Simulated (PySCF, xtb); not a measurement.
pyrimidine (C4H4N2), SMILES c1cncnc1.

xtb 6.7.1 with GFN2-xTB at its own geometry gives an orbital gap of 2.69 eV and a dipole moment of 2.23 D.

Geometry: PBE0-D3(BJ)/def2-SVP.

Q: What does r2SCAN/def2-TZVP run with PySCF give? (The exact figures need the calculation; the answer reports its results.)

A: gap 4.07 eV (levels -6.18 and -2.10 eV), dipole 2.28 D.
